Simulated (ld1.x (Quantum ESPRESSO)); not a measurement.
# PBEsol RRKJ dataset for In (Z = 49), scalar-relativistic all-electron reference.

Input for ld1.x (Quantum ESPRESSO) 7.5:

```
&input
   title='In', zed=49., rel=1, dft='PBESOL', iswitch=3,
   config='[Kr] 4d10 5s2 5p1',
   nld=3, rlderiv=2.90, eminld=-3.0, emaxld=5.0, deld=0.02
 /
 &inputp
   pseudotype=2, tm=.false., rho0=0.02, lloc=0,
   nlcc=.true., new_core_ps=.true., rcore=0.95,
   file_pseudopw='In.UPF', file_wfcaegen='ae.wfc', file_wfcncgen='nc.wfc', file_beta='beta', file_chi='chi'
 /
3
5P  2  1   1.00   0.00  2.65  2.65  0.0
4D  3  2  10.00   0.00  1.75  1.75  0.0
5S  1  0   2.00   0.00  2.35  2.35  0.0
 &test
   configts(1)='4d10 5s2 5p1'
 /
```

Command:

```bash
ld1.x < In.in > In.out
```

Resulting log (shortened: banner, matrices, multipoles, cross overlaps and the repeated all-electron block are left out):

```
Program LD1 v.7.5
     --------------------------- All-electron run ----------------------------

     In
     scalar relativistic calculation

     atomic number is 49.00
     dft =PBESOL   lsd =0 sic =0 latt =0  beta=0.20 tr2=1.0E-14
     Exchange-correlation= PBESOL
                           (   1   4  10   8   0   0   0)
     mesh =1241 r(mesh) = 100.30140 a.u. xmin = -7.00 dx = 0.01250
     1 Ry =  13.60569312 eV, c = 137.03599908

     n l     nl                  e(Ry)          e(Ha)          e(eV)
     1 0     1S 1( 2.00)     -2038.8152     -1019.4076    -27739.4935
     2 0     2S 1( 2.00)      -305.2883      -152.6441     -4153.6584
     2 1     2P 1( 6.00)      -274.0597      -137.0298     -3728.7720
     3 0     3S 1( 2.00)       -57.9122       -28.9561      -787.9358
     3 1     3P 1( 6.00)       -47.6874       -23.8437      -648.8199
     4 0     4S 1( 2.00)        -8.7835        -4.3917      -119.5056
     4 1     4P 1( 6.00)        -5.7343        -2.8671       -78.0186
     3 2     3D 1(10.00)       -31.8022       -15.9011      -432.6907
     4 2     4D 1(10.00)        -1.3664        -0.6832       -18.5910
     5 0     5S 1( 2.00)        -0.6067        -0.3034        -8.2552
     5 1     5P 1( 1.00)        -0.1851        -0.0926        -2.5184

     final scf error:  8.1E-15 reached in  27 iterations

     Etot =  -11757.921599 Ry,   -5878.960800 Ha, -159974.673041 eV

     Ekin =   12254.582321 Ry,    6127.291161 Ha,  166732.086414 eV
     Encl =  -28435.918271 Ry,  -14217.959136 Ha, -386890.377672 eV
     Eh   =    4736.999629 Ry,    2368.499814 Ha,   64450.163273 eV
     Exc  =    -313.585278 Ry,    -156.792639 Ha,   -4266.545055 eV

     normalization and overlap integrals

     s(1S/1S) =  1.000000  <r> =   0.0297  <r2> =    0.0012  r(max) =   0.0192
     s(2S/2S) =  1.000000  <r> =   0.1286  <r2> =    0.0195  r(max) =   0.1090
     s(2P/2P) =  1.000000  <r> =   0.1122  <r2> =    0.0154  r(max) =   0.0870
     s(3S/3S) =  1.000000  <r> =   0.3488  <r2> =    0.1392  r(max) =   0.3153
     s(3P/3P) =  1.000000  <r> =   0.3473  <r2> =    0.1400  r(max) =   0.3075
     s(4S/4S) =  1.000000  <r> =   0.8479  <r2> =    0.8144  r(max) =   0.7658
     s(4P/4P) =  1.000000  <r> =   0.9219  <r2> =    0.9730  r(max) =   0.8152
     s(3D/3D) =  1.000000  <r> =   0.3245  <r2> =    0.1251  r(max) =   0.2581
     s(4D/4D) =  1.000000  <r> =   1.1839  <r2> =    1.6866  r(max) =   0.9354
     s(5S/5S) =  1.000000  <r> =   2.6031  <r2> =    7.7877  r(max) =   2.1612
     s(5P/5P) =  1.000000  <r> =   3.7012  <r2> =   16.2566  r(max) =   2.8453

     ------------------------ End of All-electron run ------------------------

     --------------------- Generating NC pseudopotential ---------------------

      Generating local pot.: lloc=0, matching radius rcloc =   2.3500

      Computing core charge for nlcc:

       r > 0.96 : true rho core
      Core charge pseudized with two Bessel functions
      Integrated core pseudo-charge :  12.02

      Wfc   5P  rcut= 2.673  Estimated cut-off energy=       24.19 Ry
      This function has    0 nodes for 0 < r <    2.673

      Wfc   4D  rcut= 1.747  Estimated cut-off energy=       77.67 Ry
      This function has    0 nodes for 0 < r <    1.747

     ------------------- End of pseudopotential generation -------------------

     Computing logarithmic derivative in   2.89924
     Computing logarithmic derivative in   2.89924
     Computing the partial wave expansion
       no projector for channel:   0
     R is outside the sphere for l=    1 j= 0.00
     R is outside the sphere for l=    2 j= 0.00

     ---------------------- Testing the pseudopotential ----------------------

     In
     scalar relativistic calculation

     atomic number is 49.00   valence charge is 13.00
     dft =PBESOL   lsd =0 sic =0 latt =0  beta=0.20 tr2=1.0E-14
     mesh =1241 r(mesh) = 100.30140 xmin = -7.00 dx = 0.01250

     n l     nl             e AE (Ry)        e PS (Ry)    De AE-PS (Ry)
     3 2     4D   1(10.00)       -1.36641       -1.36641        0.00000
     1 0     5S   1( 2.00)       -0.60675       -0.60675        0.00000
     2 1     5P   1( 1.00)       -0.18510       -0.18510        0.00000

     eps = 9.5E-15  iter = 22

     Etot =  -11757.921599 Ry,   -5878.960800 Ha, -159974.673041 eV
     Etotps =  -137.341365 Ry,     -68.670682 Ha,   -1868.624459 eV

     Ekin =      83.614727 Ry,      41.807364 Ha,    1137.636317 eV
     Encl =    -175.072142 Ry,     -87.536071 Ha,   -2381.977843 eV
     Ehrt =     100.749409 Ry,      50.374705 Ha,    1370.765547 eV
     Ecxc =     -44.515436 Ry,     -22.257718 Ha,    -605.663359 eV
     (Ecc =     -24.064316 Ry,     -12.032158 Ha,    -327.411696 eV)
     Epseu=    -102.117923 Ry,     -51.058961 Ha,   -1389.385121 eV

     ---------------------- End of pseudopotential test ----------------------
```

Generation and configuration tests took about 1.9 s on one core of a shared server CPU.
